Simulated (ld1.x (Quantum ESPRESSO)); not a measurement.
# Transferability test, RRKJ potential for manganese (Mn)

manganese (Mn), norm-conserving RRKJ (Kleinman–Bylander form), made with ld1.x (Quantum ESPRESSO) 7.5 (BLYP, scalar-relativistic). Core [Ne], reference 3s2 3p6 3d5 4s0 4p0 (charge +2). Waves: 3s (bound): rc 1.20 bohr; 3p (bound): rc 0.80 bohr; 3d (bound): rc 0.95 bohr. Local part: all-electron potential smoothed inside 0.65 bohr (lloc = -1). Core correction: Bessel-smoothed model core, default radius (core density twice the valence density).

Energies are relative to the spin-unpolarised reference configuration 3s2 3p6 3d5 4s0 4p0; without spin polarisation the order of configurations can differ from experiment.

| valence configuration | charge | ΔE all-electron (eV) | error AE − PS (meV) |
| --- | --- | --- | --- |
| 3s2 3p6 3d5 4s2 4p0 | 0 | -24.170 | +1403 |
| 3s2 3p6 3d5 4s1 4p0 | +1 | -15.769 | +955 |
| 3s2 3p6 3d4 4s0 4p0 | +3 | 32.521 | +6.7 |
| 3s2 3p6 3d5 4s1.5 4p0 | +0.5 | -20.837 | +1225 |
| 3s2 3p6 3d6 4s1 4p0 | 0 | -24.493 | +516 |
| 3s2 3p6 3d5 4s0 4p2 | 0 | -16.149 | +24 |

**Question.** What are ΔE and the potential's error for 3s2 3p6 3d4 4s2 4p0?

**Answer.** ΔE = -11.088 eV all-electron; the error (AE − PS) is +2683 meV.
